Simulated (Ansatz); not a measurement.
```yaml
crystal:
  periodic: [false, false, false]
  atoms:
    - {symbol: Si, position_ang: [0.137320, 2.481602, 0.274936]}
    - {symbol: O, position_ang: [0.132081, 0.853743, 0.113943]}
    - {symbol: Si, position_ang: [-0.782416, -0.477172, -0.165703]}
    - {symbol: Ge, position_ang: [0.626973, -2.392025, -0.143331]}
    - {symbol: H, position_ang: [-0.725800, 2.885746, 1.415723]}
    - {symbol: H, position_ang: [1.532313, 2.916461, 0.525423]}
    - {symbol: H, position_ang: [-0.371122, 3.120385, -0.967356]}
    - {symbol: H, position_ang: [-1.833465, -0.596172, 0.883207]}
    - {symbol: H, position_ang: [-1.464828, -0.351983, -1.483952]}
    - {symbol: H, position_ang: [1.707447, -2.291028, -1.232838]}
    - {symbol: H, position_ang: [1.324014, -2.544844, 1.218806]}
    - {symbol: H, position_ang: [-0.205517, -3.659913, -0.404760]}
basis:
  gaussian: {orbitals: 6-31G}
magnetization: {spin_polarized: true, initial_magnetization: 6}
hamiltonian: {xc: {name: CAM-B3LYP}}
output: {forces: true}
```

```sh
$ ansatz run in.yaml --threads 4 --pin off --events-out ev --progress --plain --max-ram 10444MiB
```

It prints (some lines left out):

```
Functional definition: CAM-B3LYP
861 factors; integrals over basis functions are off by at most 4.5e-4 eV
386 factors; integrals over basis functions are off by at most 5.1e-6 eV
mean field evaluation 1: about -74413.8281 eV, gradient 3.2e1 eV
mean field evaluation 2: about -74397.1148 eV, gradient 7.0e1 eV
mean field evaluation 4: about -74418.5421 eV, gradient 3.2e0 eV
mean field evaluation 8: about -74418.7542 eV, gradient 2.4e-1 eV
mean field evaluation 16: about -74418.7582 eV, gradient 1.3e-2 eV
mean field evaluation 32: about -74418.7582 eV, gradient 3.7e-4 eV
a density is far from that of the atoms, so the factors are made again for it
953 factors; integrals over basis functions are off by at most 2.5e-4 eV
386 factors; integrals over basis functions are off by at most 4.3e-6 eV
mean field -74418.75823935 eV, -2734.8389224500 hartree, gradient 2.1e-5 eV, S^2 12.019122; 0 other end points of the search recorded, 0 dependent functions left out
reference -74418.75840960 eV, -2734.8389287066 hartree; 41, 35 occupied and 39, 45 virtual orbitals, 953 factors
Total energy: -74418.75840960 eV, -2734.8389287066 hartree
Atom 0 at     0.137320     2.481602     0.274936 Å, force    -2.619167     5.892668     0.211698 eV/Å
Atom 1 at     0.132081     0.853743     0.113943 Å, force     2.998240     1.183592     0.600068 eV/Å
Atom 2 at    -0.782416    -0.477172    -0.165703 Å, force    -4.941569    -2.644111    -1.038605 eV/Å
Atom 3 at     0.626973    -2.392025    -0.143331 Å, force     3.142971    -4.618942     0.018466 eV/Å
Atom 4 at    -0.725800     2.885746     1.415723 Å, force     0.022416    -0.375608     0.860158 eV/Å
Atom 5 at     1.532313     2.916461     0.525423 Å, force     2.266724    -0.094315     0.322437 eV/Å
Atom 6 at    -0.371122     3.120385    -0.967356 Å, force     0.285402    -0.196767    -0.878474 eV/Å
Atom 7 at    -1.833465    -0.596172     0.883207 Å, force    -0.862613     0.526711     0.895893 eV/Å
Atom 8 at    -1.464828    -0.351983    -1.483952 Å, force    -0.573257     0.720195    -0.992812 eV/Å
Atom 9 at     1.707447    -2.291028    -1.232838 Å, force     0.215333     0.081254    -0.342514 eV/Å
Atom 10 at     1.324014    -2.544844     1.218806 Å, force     0.099858     0.003353     0.399400 eV/Å
Atom 11 at    -0.205517    -3.659913    -0.404760 Å, force    -0.034337    -0.478032    -0.055716 eV/Å
Dipole moment:    -0.055060     0.676735     0.057418 e Å
```

In this input the spin is set far too high for this molecule. The run converged. The result belongs to that input, not to the molecule as meant.
